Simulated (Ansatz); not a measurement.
Basis sets compared for `[H]/C=C/c1ccc(/C=C/c2cccs2)s1`. Charge 0, multiplicity 1. Geometry r2SCAN-D4/def2-SVP. Ansatz on 4 threads of Intel Xeon 6975P-C on a shared host; times are rough, and most runs start from earlier orbitals.

Cartesian coordinates in Å:
```
H 4.033 -3.272 4.383
C 3.416 -3.085 3.502
C 2.816 -1.891 3.322
C 1.975 -1.524 2.200
C 1.589 -2.262 1.084
C 0.756 -1.555 0.199
C 0.479 -0.250 0.613
C -0.318 0.777 0.000
C -0.991 0.656 -1.179
C -1.794 1.667 -1.810
C -2.483 1.557 -3.013
C -3.188 2.734 -3.371
C -3.038 3.742 -2.445
S -2.034 3.260 -1.129
S 1.280 0.068 2.126
H 3.310 -3.903 2.782
H 2.963 -1.112 4.080
H 1.910 -3.293 0.921
H 0.358 -1.978 -0.726
H -0.378 1.731 0.539
H -0.941 -0.290 -1.730
H -2.470 0.641 -3.608
H -3.785 2.839 -4.279
H -3.463 4.746 -2.462
```

Binding counts from free atoms (H doublet, C triplet, S triplet) in the same basis, without a counterpoise term.

| level | functions | energy (Eh) | HOMO (eV) | LUMO (eV) | binding per atom (eV) | wall time |
| --- | --- | --- | --- | --- | --- | --- |
| PBE-D4/def2-SVP | 254 | -1258.1566 | -4.65 | -2.59 | 5.16 | 2 s |
| PBE0-D4/def2-SVP | 254 | -1258.2548 | -5.46 | -1.98 | 5.04 | 4.4 s |

Question: Estimate the rows for PBE-D4/def2-TZVP, PBE0-D4/def2-TZVP (with forces).

Answer: 
| level | functions | energy (Eh) | HOMO (eV) | LUMO (eV) | binding per atom (eV) | wall time |
| --- | --- | --- | --- | --- | --- | --- |
| PBE-D4/def2-TZVP | 506 | -1258.9280 | -4.71 | -2.69 | 5.11 | 5.5 s |
| PBE0-D4/def2-TZVP (with forces) | 506 | -1259.0194 | -5.47 | -2.03 | 4.99 | 22 s |
